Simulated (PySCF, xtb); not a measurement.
Cl2OTi, SMILES [O]=[Ti]([Cl])[Cl] (connectivity only; charge and spin as stated), charge +1, multiplicity 2.

Harmonic wavenumbers (cm⁻¹) from GFN2-xTB (xtb 6.7.1) at its own minimum, in rising order: 120, 121, 169, 343, 366, 846.

Q: What does PySCF with ωB97X-D3(BJ)/def2-SVP give at its own minimum? (Estimate from the structure and the level; the computed values follow.)

A: 164, 191, 215, 298, 441, 1235. Paired by order, the mean absolute difference is 112 cm⁻¹ and the zero-point energies are 2.8 and 3.6 kcal/mol.
